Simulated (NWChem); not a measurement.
Molecule: CH₅AlClN; SMILES [CH3][Al]([NH2])[Cl]

```xyz
9

Al    -0.0499    -0.4101    -0.0990
Cl     0.1292     1.6732    -0.5002
C      1.5303    -1.5514    -0.0151
H      2.0719    -1.5449    -0.9842
H      1.2792    -2.6036     0.2297
H      2.2422    -1.1810     0.7517
N     -1.7081    -1.0031     0.1470
H     -1.9641    -1.9734     0.3415
H     -2.5466    -0.4198     0.1060
```
Atoms are numbered in this order, from 1.

Level: PBE-D3(BJ)/def2-SVP (NWChem), optimised geometry, unscaled harmonic frequencies. 

Problem. List the harmonic frequencies with IR intensities, and the thermochemistry.

Solution. 
```
frequency (cm⁻¹)  IR intensity (km/mol)
----------------  ---------------------
70                                  0.2
153                                 3.6
175                                 2.9
191                                12.2
364                                29.8
400                               133.1
457                                22.1
588                                 6.9
634                                23.6
646                                29.4
724                               188.4
838                               112.2
1168                               20.2
1375                                2.4
1379                                1.0
1471                               43.6
2972                                1.9
3067                                1.8
3077                                4.8
3505                               26.2
3598                               23.5
```

```json
{
 "zero_point_energy": "38.4 kcal/mol",
 "thermal correction to the enthalpy at 298.15 K (with zero-point energy)": "43.4 kcal/mol",
 "heat capacity Cv": "22.8 cal/(mol K)",
 "entropy at 298.15 K and 1 atm (symmetry number 1)": "82.2 cal/(mol K)",
 "dipole_moment": "2.45 D"
}
```

Rigid rotor and harmonic oscillator; modes under 100 cm⁻¹ make the entropy uncertain.
